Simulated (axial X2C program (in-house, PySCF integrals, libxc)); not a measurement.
Which molecule gave these maps?

PBE0 fields computed with an in-house all-electron X2C program for linear molecules (integrals from PySCF), with spin–orbit coupling, near the equilibrium distance, one atom at z = 0.

The maps cover the half plane through the axis: z from -2.4 to 5.4 Å along the bond, ρ from 0.15 to 2.25 Å away from it.

log10 of the density in e/bohr³:

```
 ρ\z  -2.4  -1.8  -1.2  -0.6   0.0   0.6   1.2   1.8   2.4   3.0   3.6   4.2   4.8   5.4
0.15  -3.8  -2.9  -1.7  -0.4   1.4  -0.4  -1.6  -1.5  -1.0   1.1  -0.9  -1.5  -2.2  -3.0
0.45  -3.8  -3.0  -1.8  -0.6  -0.2  -0.7  -1.7  -1.6  -1.2  -0.3  -1.1  -1.6  -2.3  -3.0
0.75  -3.9  -3.1  -2.1  -1.1  -0.6  -1.1  -1.9  -1.7  -1.3  -1.2  -1.3  -1.8  -2.4  -3.1
1.05  -4.0  -3.4  -2.5  -1.7  -1.3  -1.7  -2.2  -1.9  -1.5  -1.4  -1.5  -2.0  -2.6  -3.2
1.35  -4.2  -3.6  -3.0  -2.3  -2.0  -2.3  -2.4  -2.1  -1.8  -1.7  -1.8  -2.2  -2.8  -3.4
1.65  -4.4  -3.9  -3.4  -2.9  -2.7  -2.7  -2.6  -2.3  -2.1  -2.0  -2.2  -2.5  -3.0  -3.6
1.95  -4.5  -4.2  -3.8  -3.4  -3.2  -3.1  -2.9  -2.6  -2.4  -2.4  -2.5  -2.8  -3.2  -3.8
2.25  -4.7  -4.4  -4.1  -3.8  -3.6  -3.3  -3.1  -2.9  -2.7  -2.7  -2.8  -3.1  -3.5  -4.0
```

Electron localisation function (collinear form, no current term, damped to 0 at low density):

```
 ρ\z  -2.4  -1.8  -1.2  -0.6   0.0   0.6   1.2   1.8   2.4   3.0   3.6   4.2   4.8   5.4
0.15  0.01  0.07  0.57  0.86  0.83  0.86  0.13  0.76  0.07  0.55  0.09  0.88  0.77  0.38
0.45  0.01  0.06  0.48  0.88  0.39  0.87  0.11  0.78  0.27  0.48  0.16  0.89  0.75  0.35
0.75  0.01  0.04  0.30  0.80  0.88  0.74  0.09  0.79  0.78  0.21  0.76  0.88  0.71  0.29
1.05  0.00  0.02  0.13  0.56  0.73  0.34  0.10  0.79  0.87  0.85  0.89  0.84  0.63  0.21
1.35  0.00  0.01  0.04  0.20  0.29  0.07  0.16  0.78  0.85  0.87  0.86  0.77  0.51  0.12
1.65  0.00  0.00  0.01  0.03  0.04  0.03  0.26  0.73  0.80  0.82  0.79  0.66  0.36  0.06
1.95  0.00  0.00  0.00  0.01  0.01  0.04  0.34  0.65  0.72  0.73  0.67  0.49  0.20  0.02
2.25  0.00  0.00  0.00  0.00  0.01  0.07  0.31  0.51  0.59  0.59  0.50  0.30  0.08  0.01
```

Axial spin density in 10⁻³ e/bohr³:

```
 ρ\z  -2.4  -1.8  -1.2  -0.6  0.0   0.6  1.2   1.8   2.4    3.0   3.6   4.2  4.8  5.4
0.15   0.1   0.4   1.1   1.0  4.8  -0.2  5.0  14.7  13.2  143.1  16.6  16.7  4.2  0.9
0.45   0.1   0.4   0.9   0.9  4.2   0.1  4.9  13.7  18.6    2.4  24.2  14.4  3.7  0.8
0.75   0.1   0.3   0.6   0.5  0.7   0.3  4.5  11.5  19.8   22.2  23.4  10.7  2.9  0.7
1.05   0.1   0.2   0.4   0.3  0.0   0.8  3.7   8.5  15.4   19.7  16.1   7.0  2.1  0.5
1.35   0.1   0.1   0.2   0.2  0.1   0.9  2.7   5.7   9.7   12.0   9.2   4.2  1.4  0.4
1.65   0.0   0.1   0.2   0.2  0.3   0.8  1.8   3.5   5.5    6.5   4.9   2.4  0.8  0.2
1.95   0.0   0.1   0.1   0.1  0.2   0.6  1.1   2.0   3.0    3.3   2.5   1.3  0.5  0.2
2.25   0.0   0.0   0.1   0.1  0.2   0.4  0.7   1.1   1.6    1.7   1.3   0.7  0.3  0.1
```

**Question.** Which molecule is it?
A. TeC⁻
B. YP
C. ZrO
D. KSi

**Answer.** D. KSi, with K at z = 0 and Si at z = 3.035 Å, state Ω = 3/2 (⟨Sz⟩ = 1.50, ⟨Lz⟩ = 0.00 at PBE0), basis K dyall-cv3z [11s12p6d3f], Si dyall-v3z [8s7p2d1f] (cores contracted in-house). Occupations by symmetry block were frozen at the best pattern of an incomplete PBE0 search. Density functionals use the spin component along the axis (collinear). Other states lie close and PBE0, whose exact exchange favours high spin, may order them wrongly; the determinant shown need not be the ground state. The nearest other 2c determinant of the search, Ω = 1/2, lies 0.45 eV up at the distance of the search. With several unpaired electrons one determinant need not be a pure state. This is the top spin component of a Σ state; components of lower Ω are not single determinants and can lie lower.
